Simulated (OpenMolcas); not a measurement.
Computed levels of 4f11 in ions with 65 electrons, in cm-1 above 4I* 15/2.

| Quantity | Value |
| --- | --- |
| Program | OpenMolcas 26.06 |
| Method | MS-CASPT2, IPEA 0.25 Eh, imaginary shift 0.1 Eh |
| Basis | ANO-RCC-VQZP |
| Scalar Hamiltonian | DKH2, point nucleus |
| Spin-orbit coupling | RASSI with atomic mean-field integrals over the reference wave functions, term energies averaged over their components |

Active space for each ion: 11 electrons in 7 orbitals (4f); closed shells correlated by CASPT2: 5s 5p.

| Level | Ho2+ | Tm4+ |
| --- | --- | --- |
| 4I* 13/2 | 5580 | 7780 |
| 4I* 11/2 | 8780 | 11910 |
| 4F* 9/2 | 14060 | 17980 |
| 2H* 11/2(1) | 17500 | 22530 |
| 4S* 3/2 | 17620 | 21870 |
| 4F* 7/2 | 18880 | 24220 |
| 4F* 5/2 | 20520 | 26260 |
| 4F* 3/2 | 20830 | 26570 |
| 4G* 11/2 | 24810 | 31510 |

Task: Estimate 4I* 11/2, 4F* 9/2, 2H* 11/2(1) for Er3+ from its neighbours Ho2+ and Tm4+.

Result: 4I* 11/2 is fine structure, which grows about as the fourth power of a screened charge, so the fourth roots are averaged: ((8780^0.25 + 11910^0.25) / 2)^4 = 10256. The calculation gives 10310, so the estimate is off by -0.5 %; the measured value is 10172 (the list in Tchang-Brillet, Wyart, Meftah and Ait Mammar, Atoms 6, 52 (2018)).
4F* 9/2 is another term, which grows about linearly with the charge: (14060 + 17980) / 2 = 16020. The calculation gives 15990, so the estimate is off by +0.2 %; the measured value is 15405 (the list in Tchang-Brillet, Wyart, Meftah and Ait Mammar, Atoms 6, 52 (2018)).
2H* 11/2(1) is another term, which grows about linearly with the charge: (17500 + 22530) / 2 = 20015. The calculation gives 20070, so the estimate is off by -0.3 %; the measured value is 19332 (the list in Tchang-Brillet, Wyart, Meftah and Ait Mammar, Atoms 6, 52 (2018)).

Mixed levels, with the weight of the term that names them: Ho2+ 4F* 9/2 (63 %), Ho2+ 2H* 11/2(1) (64 %), Ho2+ 4S* 3/2 (69 %), Ho2+ 4F* 3/2 (65 %), Er3+ 4F* 9/2 (60 %), Er3+ 2H* 11/2(1) (59 %), Er3+ 4S* 3/2 (67 %), Er3+ 4F* 3/2 (63 %), Er3+ 4G* 11/2 (73 %), Tm4+ 4F* 9/2 (55 %), Tm4+ 2H* 11/2(1) (53 %), Tm4+ 4S* 3/2 (65 %), Tm4+ 4F* 3/2 (59 %), Tm4+ 4G* 11/2 (69 %).

CASPT2 breaks the degeneracy within a term, and the mean is taken; among the terms shown or strongly mixed into the levels shown the widest spread is 940 cm-1 (4f11 4I*, Ho2+). Blocks of more than 70 roots (2S+1 = 2 odd) ran without multistate coupling. High states are left out of the spin-orbit mixing, which shifts the levels that they would mix with. The CASPT2 spread within a term exceeds the gap to the next term for 4f11 2P* and 4f11 2D*(1), so the order of their levels is uncertain, and so are names and mixing where such terms share a J (holds for Tm4+). Measured partners are found by configuration, term and J. A level has none where our copy of the source lacks it or the pairing is in doubt (some pairs that miss far off the trend of their configuration count as doubtful), and it then counts in no deviation. Levels of configurations outside the active space are missing.

A number in round brackets counts repeated terms of one configuration in the order of the reference energies. * marks odd parity.
